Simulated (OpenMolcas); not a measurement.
Nb3+ with 6 ligands (water) in octahedral coordination (Th). Ligand basis ANO-RCC-VDZP.

```
Program             : OpenMolcas
Method              : CASSCF
Basis               : ANO-RCC-VTZP [7s6p4d2f1g]
Scalar Hamiltonian  : DKH2, point nucleus
Active space        : 2 electrons in 5 orbitals (4d)
State averaging     : 2S+1 = 3 even, 10 roots; 2S+1 = 1 even, 15 roots
Spin-orbit coupling : RASSI with atomic mean-field integrals over the reference wave functions
```

All ligands move together. At R = 1.98 Å |10Dq| is 38393 cm-1, and at R = 2.08 Å it is 30144 cm-1.

A third run gives 24234 cm-1. What distance was it run at?

With a power law R^-n the two known points give n = -ln(30144 / 38393) / ln(2.08 / 1.98) = 4.91. Then R = 1.98 × (38393 / 24234)^(1/4.91) = 2.175 Å. The run was at 2.17 Å, so the estimate is off by +0.005 Å.

An orbital triplet at a regular site is open to Jahn-Teller coupling, which can distort the site and quench the lowest spin-orbit gaps and is left out. Without dynamic correlation the repulsion within the d shell is too large (B by tens of per cent), so at a given field states of lower spin stand too high. With metal d orbitals alone the field can be off either way by tens of per cent. Ligand-to-metal charge-transfer states are missing. With no ligand orbital active B as a rule stays too high, so bands that hang on it stand too high and its fall with covalency is understated. The least metal-like active orbital is 75 % on the metal (Löwdin) and no ligand orbital is active, so the numbers are rough (holds for R = 1.98). The least metal-like active orbital is 79 % on the metal (Löwdin) and no ligand orbital is active, so the numbers are rough (holds for R = 2.08). The least metal-like active orbital is 82 % on the metal (Löwdin) and no ligand orbital is active, so the numbers are rough (holds for R = 2.17). No measured value stands beside these numbers; the geometry is a model, was not optimised and need not be the one that this ion takes.
